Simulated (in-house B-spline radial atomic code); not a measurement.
## Two electrons outside the [Ar] 3d10 4s2 core: I XXII (I21+)

Computed with a B-spline radial code for spherical atoms: configuration interaction (CI) of the two valence electrons in the field of the frozen Dirac-Fock core, alone and with many-body perturbation theory for the core (screened one- and two-electron correlation potentials), Breit and QED terms; no-pair Dirac Hamiltonian, finite nucleus. Labels give the configuration (outer n counted up each series) and the leading LS term, or the jj pair where no LS term holds 70 %.

The outer s² shell of this core is soft: its mixing with p² is only treated to second order, so levels can be several per cent off.

Command:
```bash
python run_mb.py task.json out
```
Settings (nuclear radius in fm, box in bohr, cutoff in hartree):
```
basis_form          3
Z                   53
core_configuration  [Ar] 3d10 4s2
rms_radius          4.75
mass_number         127
speed_of_light      137.036
box_radius          3.913
lmax                6
intervals           58
virtual_cutoff      5618.0
```

Run time, properties included: 90 s on 1 thread of Arm Neoverse V2, on a shared host.

Excitation energies (cm⁻¹):

| level | purity of the LS term | CI alone | CI + MBPT + Breit + QED |
| --- | --- | --- | --- |
| 4p2 3P0 | 0.788 | 0 | 0 |
| 4p2 3P1 | 0.999 | 102065 | 100407 |
| 4p2 (1/2,3/2)2 | 0.548 (1D) | ? | ? |
| 4p2 (3/2,3/2)2 | 0.549 (3P) | ? | ? |
| 4p2 1S0 | 0.787 | 282847 | 281084 |

(1) Where does 4p2 (1/2,3/2)2 lie?

(2) Where does 4p2 (3/2,3/2)2 lie?

(3) What is the first ionisation energy?

## Answers

(1) 122252 cm⁻¹ in CI alone and 118382 cm⁻¹ with all corrections.

(2) 239166 cm⁻¹ in CI alone and 234021 cm⁻¹ with all corrections.

(3) 649.96 eV to the 4p1/2 state of the next ion (648.87 eV from CI alone). NIST lists 649 ± 4 eV (tabulated theory).
